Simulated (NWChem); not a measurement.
# CHBr₂Cl; SMILES C(Br)(Cl)Br

This build's default masses of Se (78.918 u) and Br (79.917 u) are each other's, which moves their modes by up to 0.6 %.

Problem. Give the equilibrium geometry at PBE-D3(BJ)/def2-SVP (NWChem) as a Z-matrix, with the point group.

Solution. point group Cs; any orientation.
```
C
H 1 1.1019
Cl 1 1.7706 2 108.58
Br 1 1.9545 2 106.45 3 120.50
Br 1 1.9545 2 106.45 3 -120.50
```
